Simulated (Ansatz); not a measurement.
Input file for Ansatz (an electronic-structure program): R-wB97X-V/def2-TZVPPD on CH8O2Si (a complex), monomers drawn apart or pushed together. Files ending in .json are basis or fitting sets from the Basis Set Exchange.

Ansatz 0.2 input:
```yaml
crystal:
  periodic: [false, false, false]
  atoms:
    - {symbol: C, position_ang: [-0.06289605, 0.09151950, 0.18393658]}
    - {symbol: O, position_ang: [-0.99763197, 0.34782817, 1.23622151]}
    - {symbol: H, position_ang: [-0.10074025, -0.95065651, -0.14280775]}
    - {symbol: H, position_ang: [0.92528051, 0.29589392, 0.59031464]}
    - {symbol: H, position_ang: [-0.23885687, 0.75136112, -0.66895246]}
    - {symbol: H, position_ang: [-1.88981927, 0.16802778, 0.92249143]}
    - {symbol: O, position_ang: [0.42995033, -1.31298066, 4.77447545]}
    - {symbol: Si, position_ang: [1.52447468, -0.51880621, 5.70351659]}
    - {symbol: H, position_ang: [0.00904281, -0.82211249, 4.04480958]}
    - {symbol: H, position_ang: [2.61458607, 0.07809244, 4.88489910]}
    - {symbol: H, position_ang: [2.10690578, -1.51285569, 6.63063230]}
    - {symbol: H, position_ang: [0.91152204, 0.58037327, 6.49346438]}
basis:
  gaussian:
    orbitals: def2-TZVPPD.json
hamiltonian:
  xc: {name: wB97X-V}
scf: {lower_state_search: off}
```

**Question.** Give the final energy of this run.

**Answer.** -482.8641 hartree.

**Question.** How many basis functions does it have, and what does it roughly cost on one machine?

**Answer.** 301 functions; about 12 core-seconds (a rough figure).
